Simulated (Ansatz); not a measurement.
A set of 12 reactions (hydrogenolysis), with CCSD(T)/CBS values in kJ/mol:

| reaction | ΔE |
| --- | --- |
| `BCS[SiH2][SiH3]` + H₂ → `CS[SiH2][SiH3]` + BH₃ | -10.9 |
| `[SiH3][NH][AlH][BH]Cl` + H₂ → `[AlH2][NH][SiH3]` + `BCl` | -44.5 |
| `C[Si](F)(Cl)[GeH3]` + H₂ → `C[SiH](F)Cl` + GeH₄ | -9.4 |
| `C[B]([InH2])CF` + H₂ → `C[BH][InH2]` + `CF` | -0.8 |
| `BCC(C)[SiH3]` + H₂ → `BCC[SiH3]` + CH₄ | -69.2 |
| `OB(F)N[SiH3]` + H₂ → `OBN[SiH3]` + H–F | 114.3 |
| `[CH3][In]([CH3])[SH]` + H₂ → `[CH3][InH][SH]` + CH₄ | -37.8 |
| `C=C([SiH3])[SiH2]C` + H₂ → `C=C([SiH3])[SiH3]` + CH₄ | -23.5 |
| `C=C[Si](N)(F)Cl` + H₂ → `C=C[SiH](F)Cl` + NH₃ | 51.2 |
| `COC(=S)CCl` + H₂ → `COC=S` + `CCl` | -53.8 |
| `FBC[CH2][GaH2]` + H₂ → `CBF` + `[CH3][GaH2]` | -78.9 |
| `CC(N)(F)S` + H₂ → `CC(F)S` + NH₃ | -52.7 |

Computed with Ansatz on PBE0-D4/def2-TZVP structures; ΔE is electronic, products minus reactants. CCSD(T)/CBS adds triple-zeta CCSD(T) − MP2 to the extrapolated MP2 energy (def2 sets, frozen cores). This one scheme is used for every species. DFT in def2-TZVPP. Elements past krypton have def2 core potentials. For Ga, Ge, In outer-core shells are correlated without core-valence functions, which leaves a few kJ/mol of doubt a bond. Scalar relativity is left out up to krypton. One conformer a species, not always the lowest.

**Question.** Give the mean, mean absolute and largest difference (level minus CCSD(T)/CBS, kJ/mol) for: PBE-D4, r2SCAN-D4, PBE0-D4, ωB97X-V, ωB97M-V, PBE, PBE0, HF/def2-TZVPP, MP2/def2-TZVPP, SCS-MP2/def2-TZVPP, CCSD/def2-TZVPP, MP2/def2-QZVPP, HF/CBS(def2), CCSD/CBS(def2). (An estimate is asked.)

**Answer.** Ansatz gave: 
```
             level   mean  mean absolute  largest
            PBE-D4    4.1            5.1     11.5
         r2SCAN-D4    2.7            4.6     13.2
           PBE0-D4    0.1            2.6     -8.2
           ωB97X-V   -1.7            3.6     -9.2
           ωB97M-V   -0.4            3.3     -7.6
               PBE   -2.5            4.5     -8.8
              PBE0   -5.7            5.9    -12.0
     HF/def2-TZVPP  -25.0           26.7    -37.8
    MP2/def2-TZVPP    2.3            3.3      6.5
SCS-MP2/def2-TZVPP   -3.5            4.1    -10.3
   CCSD/def2-TZVPP   -6.4            6.9     -9.9
    MP2/def2-QZVPP    3.2            3.7      7.6
      HF/CBS(def2)  -25.4           27.1    -38.6
    CCSD/CBS(def2)   -4.7            4.7     -7.8
```

The largest T1 diagnostic in the set is 0.017, for `COC=S` (customary mark 0.02).

CCSD(T)/CBS is a level of theory with its own doubt, and the functionals carry their triple-zeta basis error, so these figures describe this set and don't rank the functionals.
